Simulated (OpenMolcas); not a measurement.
**Dy2+: effect of the metal basis**

Dy2+ with 8 ligands (fluoride) in cubic eightfold coordination (Oh) at 2.5 Å. A charge of +0.75 e stands 3.2 Å behind each ligand.

| Property | Result |
| --- | --- |
| Program | OpenMolcas 26.06 |
| Method | CASSCF |
| Spin-orbit coupling | state interaction with AMFI integrals over the reference wave functions |

Fixed: ligand basis ANO-RCC-VDZP, active space 10 electrons in 7 orbitals (4f), DKH2 Hamiltonian.

States (labels of O, the rotations of Oh). Energies in cm-1 above the lowest state or level, χT in cm3 K/mol.

| Run | Metal basis | Ground state | First state of that spin | First gap with spin-orbit (degeneracies) | Width of lowest J | χT at 300 K | Cost |
| --- | --- | --- | --- | --- | --- | --- | --- |
| A | ANO-RCC-VDZP | 5A2 | 5T2 86.5 | 0.9 (2, 3) | 244 | 13.806 | roughly 3 core-minutes |
| B | ANO-RCC-VTZP | 5A2 | 5T2 90.3 | 1.4 (2, 3) | 264 | 13.779 | roughly 2.9 core-minutes |

Against A, the width of the lowest J multiplet changes by +8.2 % in B.

Costs are those of the RASSCF and RASSI steps.

High states are left out of the spin-orbit mixing, which shifts the levels that they would mix with. Without dynamic correlation the ligand-field splitting of an f shell can come out too small, at times by half. No measured value stands beside these numbers; the geometry is a model, was not optimised and need not be the one that this ion takes.
